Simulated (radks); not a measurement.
P3+, 12 electrons, occupied as [Ne] 3s1 5s1 (not the ground configuration).

Calculated with a radial shooting solver on a logarithmic mesh with Libxc functionals: scalar-relativistic Kohn-Sham, PBE, spin-polarised, spherical densities, point nucleus; open shells are filled with parallel spins first.

Energy parts (eV):
part                      energy
total                  -9207.326
kinetic                 9239.004
electron-nucleus      -21393.794
Hartree                 3539.567
exchange-correlation    -592.103

Orbitals (lengths in bohr, moments of r in powers of bohr; <r^-3> diverges for s and p1/2; r(90%) holds 90 % of the orbital's charge):
orbital	occ.	eigenvalue (eV)	<1/r>	<r^-3>	r(90%)
1s up	1	-2137.030	14.65	-	0.185
1s down	1	-2136.774	14.65	-	0.185
2s up	1	-224.6359	2.832	-	0.813
2s down	1	-224.1898	2.835	-	0.811
2p up	3	-175.3163	2.724	64.11	0.805
2p down	3	-174.8818	2.727	64.26	0.802
3s up	1	-54.4203	0.8658	-	2.35
5s up	1	-12.2747	0.2277	-	8.47

The highest occupied level is 5s up at -12.275 eV. Spin moment in Bohr magnetons: 2.
